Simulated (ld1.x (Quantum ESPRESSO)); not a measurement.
**Zr: one change to a TM potential, before and after**

Zr, norm-conserving Troullier–Martins (Kleinman–Bylander form), made with ld1.x (Quantum ESPRESSO) 7.5 (LDA (PZ), fully relativistic). Core [Kr], reference 4d2 5s1.5 5p0 (charge +0.5). Waves: 5s (bound): rc 3.00 bohr; 5p (bound, empty): rc 4.20 bohr; 4d (bound): rc 2.85 bohr. Local part: all-electron potential smoothed inside 3.30 bohr (lloc = -1). Core correction: Bessel-smoothed model core inside 1.35 bohr.

Open shells are filled in proportion to 2j + 1 (rel_dist='average').

All-electron outer shells of the reference configuration (LDA (PZ), scalar-relativistic, ld1.x):

```
shell  level (eV)  outermost node (bohr)  outermost maximum (bohr)
   4p      -35.72                   0.56                      1.17
   5s       -7.32                   1.46                      3.04
   4d       -6.83                   0.58                      1.61
   5p       -3.90                   1.69                      3.85
```

Change: all radii but the core radius scaled by about 1.28 (s 3.84, p 5.38, d 3.64 bohr); local potential all-electron potential smoothed inside 4.22 bohr (lloc = -1).

Cutoffs: the cutoffs (Ry, on a coarse ladder) from which the occupation-weighted sum of valence levels, in a spherical-Bessel basis at the reference potential, stays within 10 and 1 mRy of its value at 400 Ry; they do not see the model core or the augmentation charge, which bear on the density cutoff. Errors are all-electron minus pseudo energies relative to the spin-unpolarised reference configuration.

**Question.** What does the change do?

**Answer.** The potential gets softer (21 Ry and 25 Ry → 15 Ry and 18 Ry); of the 7 tests that both files solve, the error grows in 6 and shrinks in 1 by more than 15 % and 0.3 meV (median size 4.6 → 11.0 meV); neither file shows a bound ghost. A larger radius leaves more room for a smooth pseudo-wave, so fewer plane waves are needed.

| quantity | base | changed |
| --- | --- | --- |
| cutoff, loose | 21 Ry | 15 Ry |
| cutoff, tight | 25 Ry | 18 Ry |
| loose cutoff by channel (10 mRy a level) | s 6 Ry, d 18 Ry | s 6 Ry, d 15 Ry |
| bound ghosts | none | none |
| error for 4d2 5s2 5p0, meV [ΔE -2.97 eV] | -0.1 | -2.6 |
| error for 4d2 5s1 5p0, meV [ΔE 4.38 eV] | -0.5 | -4.7 |
| error for 4d2 5s0 5p0, meV [ΔE 17.62 eV] | -22 | -73 |
| error for 4d1 5s0 5p0, meV [ΔE 40.44 eV] | -237 | -334 |
| error for 4d2 5s1 5p1, meV [ΔE 0.14 eV] | -1.8 | -2.2 |
| error for 4d3 5s0 5p0, meV [ΔE 4.84 eV] | -93 | -12 |
| error for 4d2 5s0 5p1, meV [ΔE 8.19 eV] | -4.6 | -11 |
